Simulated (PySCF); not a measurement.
## S (sulfur, neutral) across methods

[Ne] 3s2 3p4, high-spin 3P determinant. All numbers are calculated (PySCF 2.14, the non-relativistic Hamiltonian (point nucleus), in def2-QZVPPD (10s7p5d2f1g, 79 functions)). The B2PLYP total includes its PT2 part (frozen core); its orbital energies are those of the SCF part.

```json
{"method": "r2SCAN", "E (hartree)": "-398.0961", "mean ε 3s β (eV)": "-15.926", "mean ε 3p α (eV)": "-8.127", "mean ε 3p β (eV)": "-6.425", "Σ⟨r²⟩ (bohr²)": "29.02", "⟨S²⟩": "2.008"}
{"method": "UHF", "E (hartree)": "-397.51303", "mean ε 3s β (eV)": "-21.058", "mean ε 3p α (eV)": "-12.603", "mean ε 3p β (eV)": "-10.324", "Σ⟨r²⟩ (bohr²)": "29.17", "⟨S²⟩": "2.013"}
{"method": "PBE0", "E (hartree)": "-397.9859", "mean ε 3s β (eV)": "-17.435", "mean ε 3p α (eV)": "-9.104", "mean ε 3p β (eV)": "-7.420", "Σ⟨r²⟩ (bohr²)": "29.05", "⟨S²⟩": "2.005"}
{"method": "BHandHLYP", "E (hartree)": "-398.1329", "mean ε 3s β (eV)": "-19.044", "mean ε 3p α (eV)": "-10.265", "mean ε 3p β (eV)": "-8.576", "Σ⟨r²⟩ (bohr²)": "29.11", "⟨S²⟩": "2.006"}
{"method": "PBE", "E (hartree)": "-397.9519", "mean ε 3s β (eV)": "-15.825", "mean ε 3p α (eV)": "-7.703", "mean ε 3p β (eV)": "-6.157", "Σ⟨r²⟩ (bohr²)": "29.27", "⟨S²⟩": "2.004"}
{"method": "LDA", "E (hartree)": "-396.7442", "mean ε 3s β (eV)": "-16.053", "mean ε 3p α (eV)": "-7.745", "mean ε 3p β (eV)": "-6.167", "Σ⟨r²⟩ (bohr²)": "29.37", "⟨S²⟩": "2.003"}
{"method": "BLYP", "E (hartree)": "-398.1311", "mean ε 3s β (eV)": "-15.818", "mean ε 3p α (eV)": "-7.460", "mean ε 3p β (eV)": "-6.063", "Σ⟨r²⟩ (bohr²)": "29.46", "⟨S²⟩": "2.004"}
{"method": "B2PLYP", "E (hartree)": "-398.0059", "mean ε 3s β (eV)": "-18.906", "mean ε 3p α (eV)": "-10.300", "mean ε 3p β (eV)": "-8.497", "Σ⟨r²⟩ (bohr²)": "29.19", "⟨S²⟩": "2.007"}
{"method": "CAM-B3LYP", "E (hartree)": "-398.1404", "mean ε 3s β (eV)": "-19.138", "mean ε 3p α (eV)": "-10.415", "mean ε 3p β (eV)": "-8.833", "Σ⟨r²⟩ (bohr²)": "29.24", "⟨S²⟩": "2.004"}
```
